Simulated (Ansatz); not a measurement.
Computed with Ansatz on PBE0-D4/def2-TZVP structures; ΔE is electronic, products minus reactants. CCSD(T)/CBS adds triple-zeta CCSD(T) − MP2 to the extrapolated MP2 energy (def2 sets, frozen cores). This one scheme is used for every species. DFT in def2-TZVPP. HSE06 is defined as in plane-wave codes. For Ge outer-core shells are correlated without core-valence functions, which leaves a few kJ/mol of doubt a bond. Scalar relativity is left out up to krypton. One conformer a species, not always the lowest.

Consider the ligand exchange at a Ge–C bond: `[SiH3][GeH2][CH2]S` + H–F → `[F][GeH2][SiH3]` + CH₃SH.

Task: Is it downhill or uphill in electronic energy at CCSD(T)/CBS, and by how much? (An estimate is asked.)

Result: The calculation gave: Downhill: ΔE = -55.6 kJ/mol.

Task: What do these levels give: BLYP-D4, B97M-V, r2SCAN0-D4, CAM-B3LYP-D4, HSE06, MP2/CBS(def2)? (Estimate.)

Result: Computed: BLYP-D4 -73.2, B97M-V -80.7, r2SCAN0-D4 -67.1, CAM-B3LYP-D4 -77.6, HSE06 -68.5, MP2/CBS(def2) -49.0 kJ/mol.

Task: What do rigid-rotor, harmonic-oscillator terms from PBE0-D4/def2-TZVP frequencies (298.15 K, 1 bar) make of the CCSD(T)/CBS value? (Estimate.)

Result: The calculation gave: ΔZPE = +5.4 kJ/mol, ΔH = -53.2 kJ/mol, ΔS = 24 J/(mol·K), ΔG = -60.4 kJ/mol.

Largest T1 diagnostic among the species: 0.012.

In def2-TZVPP, CCSD(T) changes the Hartree–Fock value by +41.7 kJ/mol (the triples alone add +4.9 kJ/mol) and MP2 by +48.3 kJ/mol. From BLYP to BHLYP (50 % exact exchange), in def2-TZVPP and without D4, ΔE moves by +3.6 kJ/mol.
